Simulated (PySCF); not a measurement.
C₄H₅, charge -1, singlet, geometry from GFN2-xTB; DF-CAMB3LYP/def2-TZVPPD (PySCF).

Here is a job for PySCF.
```python
from pyscf import gto, scf, dft

mol = gto.M(
    atom='''
C    -0.02533349   -0.75783853    0.94342053
C    -0.00802865    0.60486190    0.84022569
C     0.00230685   -0.80474510   -0.64553953
C     0.01991368    0.73726238   -0.65092230
H    -0.01158461    1.42895093    1.56860418
H    -0.88380700   -1.24413323   -1.13304446
H     0.89493994   -1.26433309   -1.10150643
H     0.92355016    1.19102984   -1.11280146
H    -0.85624889    1.21124164   -1.14435815
''',
    basis='def2-tzvppd',
    charge=-1,
    verbose=4,
    max_memory=1800,
)

mf = dft.RKS(mol)
mf.xc = 'camb3lyp'
mf = mf.density_fit(auxbasis='def2-universal-jkfit')
mf.kernel()
```

What the program printed (banner, timings and long lists left out):

```
PySCF version 2.14.0

[INPUT] verbose = 4
[INPUT] num. atoms = 9
[INPUT] num. electrons = 30
[INPUT] charge = -1
[INPUT] spin (= nelec alpha-beta = 2S) = 0
[INPUT] symmetry False subgroup None
[INPUT] Mole.unit = angstrom
[INPUT] Symbol           X                Y                Z      unit          X                Y                Z       unit  Magmom
[INPUT]  1 C     -0.025333490000  -0.757838530000   0.943420530000 AA   -0.047873357879  -1.432107268343   1.782806421992 Bohr   0.0
[INPUT]  2 C     -0.008028650000   0.604861900000   0.840225690000 AA   -0.015171949650   1.143023334184   1.587796436924 Bohr   0.0
[INPUT]  3 C      0.002306850000  -0.804745100000  -0.645539530000 AA    0.004359314710  -1.520747839086  -1.219892914280 Bohr   0.0
[INPUT]  4 C      0.019913680000   0.737262380000  -0.650922300000 AA    0.037631401332   1.393223980145  -1.230064875372 Bohr   0.0
[INPUT]  5 H     -0.011584610000   1.428950930000   1.568604180000 AA   -0.021891740160   2.700325903143   2.964232298048 Bohr   0.0
[INPUT]  6 H     -0.883807000000  -1.244133230000  -1.133044460000 AA   -1.670153176973  -2.351071067171  -2.141143716356 Bohr   0.0
[INPUT]  7 H      0.894939940000  -1.264333090000  -1.101506430000 AA    1.691191384535  -2.389243270325  -2.081545477147 Bohr   0.0
[INPUT]  8 H      0.923550160000   1.191029840000  -1.112801460000 AA    1.745256864698   2.250720203785  -2.102889990416 Bohr   0.0
[INPUT]  9 H     -0.856248890000   1.211241640000  -1.144358150000 AA   -1.618075896563   2.288914970269  -2.162523491914 Bohr   0.0

nuclear repulsion = 104.786797897457
number of shells = 87
number of NR pGTOs = 303
number of NR cGTOs = 233
basis = def2-tzvppd
ecp = {}

******** <class 'pyscf.df.df_jk.DFRKS'> ********
method = DFRKS
initial guess = minao
damping factor = 0
level_shift factor = 0
DIIS = <class 'pyscf.scf.diis.CDIIS'>
diis_start_cycle = 1
diis_space = 8
diis_damp = 0
SCF conv_tol = 1e-09
SCF conv_tol_grad = None
SCF max_cycles = 50
direct_scf = False
XC library pyscf.dft.libxc version 7.1.2
    S. Lehtola, C. Steigemann, M. J. T. Oliveira, and M. A. L. Marques,  SoftwareX 7, 1–5 (2018)
XC functionals = camb3lyp
    T. Yanai, D. P. Tew, and N. C. Handy,  Chem. Phys. Lett. 393, 51 (2004)
radial grids:
    Treutler-Ahlrichs [JCP 102, 346 (1995); DOI:10.1063/1.469408] (M4) radial grids

becke partition: Becke, JCP 88, 2547 (1988); DOI:10.1063/1.454033
pruning grids: <function nwchem_prune>
grids dens level: 3
symmetrized grids: False
atomic radii adjust function: <function treutler_atomic_radii_adjust>
small_rho_cutoff = 0
Set gradient conv threshold to 3.16228e-05
Initial guess from minao.
tot grids = 105512
******** <class 'pyscf.df.df.DF'> ********
auxbasis = def2-universal-jkfit
Create RSH-DF object <pyscf.df.df.DF object> for omega=0.33
******** <class 'pyscf.df.df.DF'> ********
auxbasis = auxmol.basis = def2-universal-jkfit
init E= -155.699172506727
  HOMO = -0.225116503471121  LUMO = -0.0230210324449551  gap/eV = 5.49930
cycle= 1 E= -155.182148838108  delta_E= 0.517  |g|= 0.523  |ddm|= 2.97
  HOMO = 0.120219392684877  LUMO = 0.176700580843115  gap/eV = 1.53693
cycle= 2 E= -155.130112427868  delta_E= 0.052  |g|= 0.707  |ddm|= 19.4
  HOMO = -0.0183474650816997  LUMO = 0.175257438087968  gap/eV = 5.26826
cycle= 3 E= -155.277945837558  delta_E= -0.148  |g|= 0.05  |ddm|= 15.5
  HOMO = -0.0229280263044522  LUMO = 0.174109085189465  gap/eV = 5.36165
cycle= 4 E= -155.278244495118  delta_E= -0.000299  |g|= 0.0461  |ddm|= 0.585
  HOMO = -0.0261920177401542  LUMO = 0.175003483665575  gap/eV = 5.47481
cycle= 5 E= -155.278758868299  delta_E= -0.000514  |g|= 0.00474  |ddm|= 0.281
  HOMO = -0.0261335198697985  LUMO = 0.174967146792361  gap/eV = 5.47223
cycle= 6 E= -155.278771169796  delta_E= -1.23e-05  |g|= 0.00192  |ddm|= 0.171
  HOMO = -0.0262876659311857  LUMO = 0.174947621508004  gap/eV = 5.47589
cycle= 7 E= -155.278772994555  delta_E= -1.82e-06  |g|= 0.000794  |ddm|= 0.0809
  HOMO = -0.0263172956825812  LUMO = 0.174967754129274  gap/eV = 5.47725
cycle= 8 E= -155.278773274846  delta_E= -2.8e-07  |g|= 0.000201  |ddm|= 0.0258
  HOMO = -0.0263263960595559  LUMO = 0.174974515238493  gap/eV = 5.47768
cycle= 9 E= -155.278773312621  delta_E= -3.78e-08  |g|= 2.78e-05  |ddm|= 0.0133
  HOMO = -0.0263307900311212  LUMO = 0.17497401487782  gap/eV = 5.47778
cycle= 10 E= -155.278773314112  delta_E= -1.49e-09  |g|= 1.16e-05  |ddm|= 0.00214
  HOMO = -0.0263327450565853  LUMO = 0.174974278622643  gap/eV = 5.47784
cycle= 11 E= -155.278773314221  delta_E= -1.09e-10  |g|= 7.59e-06  |ddm|= 0.000505
  HOMO = -0.0263307050795127  LUMO = 0.174974008912954  gap/eV = 5.47778
Extra cycle  E= -155.278773314232  delta_E= -1.08e-11  |g|= 8.39e-06  |ddm|= 0.000251
converged SCF energy = -155.278773314232
```
